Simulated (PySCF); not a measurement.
Calculation: ωB97X-D3(BJ)/def2-TZVP // PBE0-D3(BJ)/def2-TZVP run with PySCF 2.14.0. Isolated molecules, 0 K electronic values unless said otherwise. Delta-SCF ions had no search for a lower state. Excitations are Tamm–Dancoff values on a coarser integration grid. The basis has no diffuse functions, so Rydberg states are missing or too high.

Reference species (SMILES): `O=C=C=[SiH2]` (neutral, multiplicity 1).

```
Property                                 Result
--------------------------------------  -------
T1 excitation (TDA)                     2.40 eV
vertical ionisation energy (Delta-SCF)  8.98 eV
S1 oscillator strength                    0.000
HOMO–LUMO gap                           8.29 eV
```

Changed species: `C#C[SiH]=O`.

### Question
Predict the effect on the T1 excitation (TDA), vertical ionisation energy (Delta-SCF), S1 oscillator strength and HOMO–LUMO gap.

### Answer
the T1 excitation (TDA) rises by 1.80 eV, to 4.20 eV; the vertical ionisation energy (Delta-SCF) increases by 1.64 eV, to 10.62 eV; the S1 oscillator strength is nearly the same; the HOMO–LUMO gap increases by 2.15 eV, to 10.44 eV.
